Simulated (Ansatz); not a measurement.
```xyz
8

B     0.0214   -0.0316   -0.8753
N    -0.0076   -0.0103    0.7534
H     0.0592   -1.1526   -1.2031
H    -1.0558    0.5454   -1.2921
H     0.9555    0.5447   -1.2198
H     0.0627    0.9496    1.1183
H    -0.8932   -0.5151    1.0814
H     0.8056   -0.4521    1.0473
```

Basis set: STO-3G (spherical functions). Correlated methods keep 2 orbitals frozen. Charge 0, multiplicity 1.

Computed with Ansatz (development build ahead of 0.2.0); each method stands on the lowest determinant of its kind that the runs found. Restricted open shells among the atoms or ions are ROHF, correlated in semicanonical orbitals with singles.

The atomization energy at this shape (free ground-state atoms in the same class of orbitals less the molecule, no zero-point energy) of singlet BNH₆:

```csv
method,atomization energy
RHF-MP2,27.07 eV
```

What does RHF give?

24.84 eV. Caution: the shape is not the minimum.

This basis has no polarisation functions and is too small for such energies, which can lie far from measured ones in either direction.
